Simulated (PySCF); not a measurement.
Harmonic spectrum computed at PBE0 in the def2-TZVP basis family (core potentials from Rb on, PySCF, no spin–orbit coupling):

```
ω (cm⁻¹)  IR (km/mol, summed over degenerate members)  degeneracy
     799                                         21.7           1
     851                                         67.8           2
    2203                                          0.0           1
    2267                                          0.1           2
```

**Question.** Which molecule gave it? In each, all ligands are bound to the one heavy central atom.
A. SiH₃⁺ (singlet)
B. AsH₃⁺ (doublet)
C. GeH₃⁺ (singlet)
D. SeH₃⁺ (singlet)

**Answer.** C. It has D3h symmetry with Ge–H 1.522 Å (×3).
